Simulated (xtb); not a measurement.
CeCl3, doublet, geometry from GFN2-xTB (such geometries of metal compounds can be far from the true shape) (GFN-xTB holds the 4f electrons in the core, so unpaired electrons go into valence orbitals and the state isn't the physical one); xtb 6.7.1 with GFN2-xTB.

Input for xtb:
```
$ xtb mol.xyz --gfn 2 --uhf 1 --opt --json

# file mol.xyz
4

Ce    -0.19997989     0.17171609     0.49563807
Cl    -1.58911817    -1.32918991    -0.90375976
Cl     0.35878579     1.86556014    -1.22465596
Cl     1.91261672    -1.12222513     0.43741526
```

Predict the main parts of the log of this xtb run.


```
   ID    Z sym.   atoms
    1   58 Ce     1
    2   17 Cl     2-4

           -------------------------------------------------
          |                Calculation Setup                |
           -------------------------------------------------

           -------------------------------------------------
          |                 G F N 2 - x T B                 |
           -------------------------------------------------

          ...................................................
          :                      SETUP                      :
          :.................................................:
          :  # basis functions                  40          :
          :  # atomic orbitals                  36          :
          :  # shells                           12          :
          :  # electrons                        24          :
          :  max. iterations                   250          :
          :  Hamiltonian                  GFN2-xTB          :
          :  restarted?                      false          :
          :  GBSA solvation                  false          :
          :  PC potential                    false          :
          :  electronic temp.          300.0000000     K    :
          :  accuracy                    1.0000000          :
          :  -> integral cutoff          0.2500000E+02      :
          :  -> integral neglect         0.1000000E-07      :
          :  -> SCF convergence          0.1000000E-05 Eh   :
          :  -> wf. convergence          0.1000000E-03 e    :
          :  Broyden damping             0.4000000          :
          :  net charge                          0          :
          :  unpaired electrons                  1          :
          ...................................................

 iter      E             dE          RMSdq      gap      omega  full diag
   1     -1.2319317 -0.123193E+01  0.555E+01    0.79       0.0  T
   2    -13.3760276 -0.121441E+02  0.292E+01   14.20       1.0  T
   3    -13.8620601 -0.486032E+00  0.219E+01   11.00       1.0  T
   4    -14.1343548 -0.272295E+00  0.189E+01    7.37       1.0  T
   5    -14.0775362  0.568186E-01  0.156E+01    8.62       1.0  T
   6    -14.8932563 -0.815720E+00  0.577E+00    1.48       1.0  T
   7     -0.0749159  0.148183E+02  0.591E+01    0.88       1.0  T
   8    -14.8893427 -0.148144E+02  0.726E+00    1.14       1.0  T
   9    -14.6515028  0.237840E+00  0.121E+01    3.17       1.0  T
[...]
         :: total energy             -14.892014873989 Eh    ::
 * total energy  :   -14.8920149 Eh     change       -0.8546053E-11 Eh
   *** GEOMETRY OPTIMIZATION CONVERGED AFTER 1 ITERATIONS ***
         :: total energy             -14.892014873997 Eh    ::
[...]
       ...                                ...                  ...
        36                          0.3440917               9.3632
      -------------------------------------------------------------
                  HL-Gap            0.0961632 Eh            2.6167 eV
             Fermi-level           -0.3922603 Eh          -10.6739 eV

     #   Z          covCN         q      C6AA      α(0)
     1  58 Ce       2.122     0.827   499.176    48.464
     2  17 Cl       0.707    -0.276   107.570    15.863
     3  17 Cl       0.707    -0.276   107.570    15.863
     4  17 Cl       0.707    -0.276   107.570    15.863

 Mol. C6AA /au·bohr⁶  :       2801.342000
 Mol. C8AA /au·bohr⁸  :     298927.760152
 Mol. α(0) /au        :         96.053394

Wiberg/Mayer (AO) data.
largest (>0.10) Wiberg bond orders for each atom

 ---------------------------------------------------------------------------
     #   Z sym  total        # sym  WBO       # sym  WBO       # sym  WBO
 ---------------------------------------------------------------------------
     1  58 Ce   2.744 --     4 Cl   0.915     2 Cl   0.915     3 Cl   0.915
     2  17 Cl   1.214 --     1 Ce   0.915     3 Cl   0.150     4 Cl   0.150
     3  17 Cl   1.214 --     1 Ce   0.915     2 Cl   0.150     4 Cl   0.150
     4  17 Cl   1.214 --     1 Ce   0.915     3 Cl   0.150     2 Cl   0.150
 ---------------------------------------------------------------------------

Topologies differ in total number of bonds
Writing topology from bond orders to xtbtopo.mol

molecular dipole:
                 x           y           z       tot (Debye)
 q only:       -0.668       0.573       1.655
   full:       -0.666       0.572       1.651       4.752
molecular quadrupole (traceless):
                xx          xy          yy          xz          yz          zz
 q only:       -2.064      -1.090      -2.397      -3.145       2.700       4.461
  q+dip:       -2.774      -1.464      -3.222      -4.227       3.630       5.997
   full:       -3.010      -1.589      -3.496      -4.586       3.938       6.506

optimized geometry written to: xtbopt.xyz

           -------------------------------------------------
          | TOTAL ENERGY              -14.892014873997 Eh   |
          | GRADIENT NORM               0.000021965641 Eh/α |
          | HOMO-LUMO GAP               2.616734069438 eV   |
           -------------------------------------------------

normal termination of xtb
```
